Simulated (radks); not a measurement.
Species: the holmium ion Ho48+. Configuration: [Ar] 3d1.

Calculated with a radial shooting solver on a logarithmic mesh with Libxc functionals: scalar-relativistic Kohn-Sham, LDA (Slater exchange, VWN5 correlation), spin-polarised, spherical densities, finite nucleus; open shells are filled with parallel spins first (spin-orbit coupling, left out, can overturn this in heavy ions); Fermi nuclear charge, rms radius 5.2022 fm.

Energy parts (eV):
total: -285715.64
kinetic: 313021.07
electron-nucleus: -632747.58
Hartree: 38160.07
exchange-correlation: -4149.21

Orbitals (lengths in bohr, moments of r in powers of bohr; <r^-3> diverges for s and p1/2):
| orbital | occ. | eigenvalue (eV) | <r^-3> | <r^2> | <r^4> |
|---|---|---|---|---|---|
| 1s up | 1 | -58542.00 | - | 0.0005890 | 9.273e-07 |
| 1s down | 1 | -58541.84 | - | 0.0005890 | 9.272e-07 |
| 2s up | 1 | -12303.56 | - | 0.009020 | 0.0001388 |
| 2s down | 1 | -12298.14 | - | 0.009016 | 0.0001386 |
| 2p up | 3 | -11268.50 | 13740 | 0.007286 | 0.0001038 |
| 2p down | 3 | -11264.20 | 13750 | 0.007281 | 0.0001036 |
| 3s up | 1 | -4686.788 | - | 0.05255 | 0.004050 |
| 3s down | 1 | -4680.951 | - | 0.05260 | 0.004059 |
| 3p up | 3 | -4373.569 | 3519 | 0.05111 | 0.003969 |
| 3p down | 3 | -4367.581 | 3511 | 0.05117 | 0.003980 |
| 3d up | 1 | -4046.660 | 487.0 | 0.04001 | 0.002663 |
| 3d down | 0 | -4039.141 | 486.5 | 0.04008 | 0.002674 |
| 4s up | 0 | -2426.108 | - | 0.1865 | 0.04775 |
| 4s down | 0 | -2424.089 | - | 0.1867 | 0.04788 |
| 4p up | 0 | -2299.778 | 1338 | 0.1899 | 0.05023 |
| 4p down | 0 | -2297.748 | 1335 | 0.1902 | 0.05038 |

The highest occupied level is 3d up at -4046.7 eV. Spin moment in Bohr magnetons: 1. The density falls to 0.001 e/bohr^3 at r = 0.65 bohr. The spin density at the nucleus is -11.72 e/bohr^3 (1s -3.03, 2s -31.92, 3s 23.23). The electron density at the nucleus is 8.433e+05 e/bohr^3 (large components only). For comparison, the ionisation energy in NIST's Atomic Spectra Database is 4131 eV (theoretical). In exact Kohn-Sham theory the highest level is minus the ionisation energy, but local and semilocal functionals leave it too shallow, through self-interaction and a potential that decays too fast; potentials with the right tail come closer.
